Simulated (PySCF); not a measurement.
B(CCH)2(OH) (C4H3BO), SMILES C#CB(O)C#C. Atoms are numbered in the order given.

```xyz
9

B     -0.4248    -0.0094     0.0000
C      0.3814     1.3017     0.0000
C      1.0137     2.3564     0.0000
H      1.5782     3.2799     0.0000
C      0.2942    -1.3641     0.0000
C      0.9079    -2.4289     0.0000
H      1.4411    -3.3705     0.0000
O     -1.7929     0.0037     0.0000
H     -2.1356     0.9172     0.0000
```

Geometry: PBE-D3(BJ)/def2-SVP. One conformer was computed; it need not be the lowest.

Level of theory: KT2/pcSseg-1 (PySCF).

GIAO shieldings, no solvent; atoms listed in one row are averaged. δ = σ(ref) − σ: ¹¹B against BF3 (σ = 89.8 ppm); ¹³C against TMS (σ = 185.1 ppm); ¹H against TMS (σ = 31.47 ppm); ¹⁷O against H2O (σ = 330.4 ppm), references at their B3LYP-D3(BJ)/def2-TZVP geometries, non-relativistic.

Question: Estimate the chemical shifts. (Estimate from the structure and the level; the computed values follow.)

Answer: 
```json
[
 {"nucleus": "¹¹B", "atoms": "B1", "count": "1", "δ (ppm)": "8.9"},
 {"nucleus": "¹³C", "atoms": "C6", "count": "1", "δ (ppm)": "96.4"},
 {"nucleus": "¹³C", "atoms": "C3", "count": "1", "δ (ppm)": "93.5"},
 {"nucleus": "¹³C", "atoms": "C2, C5", "count": "2", "δ (ppm)": "87.4"},
 {"nucleus": "¹H", "atoms": "H9", "count": "1", "δ (ppm)": "6.31"},
 {"nucleus": "¹H", "atoms": "H7", "count": "1", "δ (ppm)": "3.53"},
 {"nucleus": "¹H", "atoms": "H4", "count": "1", "δ (ppm)": "3.45"},
 {"nucleus": "¹⁷O", "atoms": "O8", "count": "1", "δ (ppm)": "208.2"}
]
```
